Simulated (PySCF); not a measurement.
1-bromo-3-fluoropropa-1,2-diene (C3H2BrF), SMILES FC=C=CBr. Geometry: PBE-D3(BJ)/def2-SVP.

Question: Give the equilibrium geometry at PBE-D3(BJ)/def2-SVP (PySCF confirms it by a frequency run) as bond lengths and angles. (Estimate from the structure and the level; the computed values follow.)

Answer: 
Atoms: F1 C2 C3 C4 Br5 H6 H7. Bonds (Å): F1–C2 1.345, C2–C3 1.320, C2–H6 1.105, C3–C4 1.312, C4–Br5 1.913, C4–H7 1.102. Angles (°): F1–C2–C3 123.5, F1–C2–H6 112.7, C3–C2–H6 123.8, C2–C3–C4 177.5, C3–C4–Br5 123.5, C3–C4–H7 124.4, Br5–C4–H7 112.1.
